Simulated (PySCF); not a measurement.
Sb(Cl)2(OMe) (CH3Cl2OSb), SMILES C[O][Sb]([Cl])[Cl]. The structure is a stationary point at PBE-D3(BJ)/def2-SVP. The def2 effective core potentials stand for the cores of Sb; spin–orbit coupling is left out. The values are those of a single conformer.

Question: Give the equilibrium geometry at PBE-D3(BJ)/def2-SVP (PySCF confirms it by a frequency run) as Cartesian coordinates in Å, and its point group. (An estimate is asked for; the answer gives what the named calculation found.)

Answer: This is not unique; one that fits is point group Cs.
```xyz
8

Sb    -0.6625    -0.2203     0.0000
Cl     0.8517    -0.7316     1.7980
Cl     0.8517    -0.7316    -1.7980
O     -0.4520     1.7593     0.0000
C      0.8251     2.3867     0.0000
H      1.4181     2.1162    -0.9019
H      1.4181     2.1162     0.9019
H      0.6564     3.4832     0.0000
```
Charge 0, spin multiplicity 1.
